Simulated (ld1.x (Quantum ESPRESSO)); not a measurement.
## u(r) = r·R(r): atom against pseudo-atom (caesium)

Columns: radius, all-electron u(r) and pseudo u(r) of the 5d shell (level -0.38 eV) of caesium in the configuration [Kr] 4d10 5s2 5p6 5d0 6s1 6p0; PBE, scalar-relativistic, TM semilocal scheme, ld1.x (Quantum ESPRESSO) 7.5.

```tsv
r (bohr)	all-electron	pseudo
0.210	0.0759	0.0009
0.420	-0.0704	0.0068
0.630	-0.1340	0.0216
0.840	-0.0891	0.0476
1.050	-0.0027	0.0844
1.260	0.0864	0.1296
1.470	0.1638	0.1789
1.680	0.2260	0.2277
1.890	0.2735	0.2716
2.100	0.3084	0.3077
2.310	0.3331	0.3349
2.520	0.3500	0.3536
2.730	0.3611	0.3651
2.940	0.3679	0.3713
3.150	0.3718	0.3740
3.360	0.3735	0.3746
3.570	0.3737	0.3741
3.780	0.3728	0.3729
3.990	0.3712	0.3712
4.200	0.3690	0.3690
4.410	0.3665	0.3665
4.620	0.3638	0.3638
4.830	0.3609	0.3609
5.040	0.3578	0.3578
5.250	0.3544	0.3544
5.460	0.3507	0.3507
```

(1) How many radial nodes do the two functions have?

(2) At about which radius was the pseudo-wave matched?

(3) Where does each function peak?

(4) Is the pseudo-wave norm-conserving?

Answers

(1) The all-electron 5d function has n − l − 1 = 2; the pseudo-wave has 0, since the states of the same l below it are removed with the core.

(2) 4.20 bohr. The columns agree to 0.0005 from 3.57 bohr on; several derivatives are matched, so the curves merge somewhat inside the radius.

(3) Outermost all-electron maximum near 3.57 bohr, pseudo maximum near 3.36 bohr (to the table’s step).

(4) Yes: the TM semilocal scheme keeps the norm inside the radius equal to the all-electron one, which fixes the energy derivative of the logarithmic derivative at the level.
